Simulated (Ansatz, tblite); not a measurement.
Isomers of Al2O6H6 (singlet), found by a short tight-binding search and relaxed with r2SCAN-D4/def2-SVP in Ansatz.

The xTB rows come from tblite. Correlated methods freeze 16 core orbitals.

A: It holds 1 O–O bond. B: It holds 1 O–O bond.

Other spin states weren't relaxed.

A:

```xyz
14

Al    0.802    0.668    0.540
Al   -1.297   -0.527   -0.933
O    -1.232   -0.487   -2.642
O     2.125    1.581   -0.012
O     0.501    0.233    2.182
O     0.317   -2.081    0.850
O    -0.670    1.171   -0.425
O     0.333   -1.006   -0.124
H     0.273   -1.537    1.676
H     0.704    0.704    2.992
H     3.038    1.509    0.271
H    -0.699    1.935   -1.015
H    -1.658   -1.101   -3.244
H    -2.537   -1.061   -0.117
```

B:

```xyz
14

Al   -0.5260    0.3816    1.3878
Al    0.2164   -0.2406   -1.1536
O    -1.4110   -0.6948    2.3675
O    -0.5002   -1.6231   -1.8541
O     0.0812    1.8132    2.0833
O    -1.1481    0.6716   -0.3113
O     1.2551    0.9272   -1.9995
O     2.1708   -0.2582   -1.8067
H    -1.9621    1.0625   -0.6481
H     0.0867    1.9716    3.0304
H    -0.0448   -2.1665   -2.5025
H     0.7367   -0.4182    0.4835
H    -1.7848   -1.5429    2.1204
H     2.8301    0.1165   -1.1971
```

Task: Estimate their order by electronic energy at PBE0-D4/def2-TZVP, counted from the lowest.

Result: A (0.0) < B (14.4), in kcal/mol.

Task: Do the other levels pick the same lowest one?

Result: All that were run do. Energies above each level's lowest (kcal/mol):

```csv
level,A,B
GFN1-xTB,0.0,19.4
GFN2-xTB,0.0,3.9
HF/def2-SVP,0.0,21.5
HF/def2-TZVP,0.0,16.2
PBE-D4/def2-TZVP,0.0,12.8
BLYP-D4/def2-TZVP,0.0,13.9
r2SCAN-D4/def2-TZVP,0.0,13.4
PBE0-D4/def2-TZVP,0.0,14.4
MP2/def2-SVP,0.0,18.7
CCSD/def2-SVP,0.0,18.5
CCSD(T)/def2-SVP,0.0,17.9
```
Point groups (tolerance 0.1 Å): A not assigned, B not assigned. Lower isomers may exist.
